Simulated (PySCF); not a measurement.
## Field gradients at the hydrogen positions

Species: C₆H₁₁FSSi.
Cartesian coordinates in Å at the GFN2-xTB level; atoms count from 1:
```
atom  x, y, z in Å
C1     2.6865    0.2134    0.2452
C2     1.6190   -0.5183   -0.5286
C3     0.6825    0.2211   -1.4419
F4     0.7910    1.5803   -1.5280
C5     0.1638   -0.3701   -0.1633
C6    -0.3085    0.5200    0.9608
Si7   -2.2178    0.4841    0.9455
C8    -2.4620   -0.9556   -0.2884
S9    -0.8702   -1.8425   -0.3438
H10    2.4099    1.2525    0.4022
H11    3.6251    0.1871   -0.3046
H12    2.8405   -0.2597    1.2136
H13    1.9214   -1.5001   -0.8757
H14    0.4011   -0.1924   -2.4025
H15    0.0828    0.1358    1.9051
H16    0.0886    1.5253    0.8271
H17   -2.7480    0.1285    2.2614
H18   -2.8029    1.7061    0.3959
H19   -2.6980   -0.6230   -1.2982
H20   -3.2098   -1.6820    0.0148
```

Level: PBE0/pcSseg-1 (PySCF, non-relativistic); Q(2H) = 0.00286 b; rigid geometry, the same for H and D, with no vibrational averaging.

Question: Rank these positions by the coupling χzz of a deuteron there, largest first.
A. H18 (Si–H hydrogen)
B. H11 (methyl hydrogen)
C. H20 (methylene hydrogen)

Answer: C (216 kHz), B (211 kHz), A (110 kHz).

Question: What are Vzz, η and χzz (234.96 MHz × Q × Vzz) at all hydrogens?

Answer: 
```csv
atom,bonded to,bond length (Å),Vzz (au),η,χzz (kHz)
H10,C1,1.087,0.3128,0.04,210
H11,C1,1.088,0.3140,0.02,211
H12,C1,1.089,0.3127,0.02,210
H13,C2,1.084,0.3170,0.08,213
H14,C3,1.083,0.3140,0.12,211
H15,C6,1.092,0.3099,0.03,208
H16,C6,1.089,0.3123,0.03,210
H17,Si7,1.463,0.1630,0.01,110
H18,Si7,1.462,0.1633,0.00,110
H19,C8,1.089,0.3142,0.04,211
H20,C8,1.086,0.3218,0.05,216
```

Question: Average by the element that carries the hydrogen.

Answer: on C: 211 kHz over 9 positions, mean bond length 1.087 Å; on Si: 110 kHz over 2 positions, mean bond length 1.462 Å.

Question: How does χzz go with the bond length over the 9 C–H bonds?

Answer: A straight-line fit has a slope of -5.0 kHz for each 0.01 Å, with a correlation coefficient of -0.60, over lengths from 1.083 to 1.092 Å.

Question: A static deuteron (I = 1) shows a doublet split by (3/2)χ, (3/4)χ(1 + η) and (3/4)χ(1 − η) with the field along z, y and x of the gradient. What are these for H18?

Answer: With |χ| = 109.7 kHz and η = 0.005: 165, 83 and 82 kHz, to first order and without motion.

The structure is a single GFN2-xTB conformer in the gas phase; no vibrational or solvent corrections. GFN2-xTB bond lengths can be off by several hundredths of an ångström, more for odd bonds, and the gradients follow them. A larger basis could move these couplings by a tenth or more.
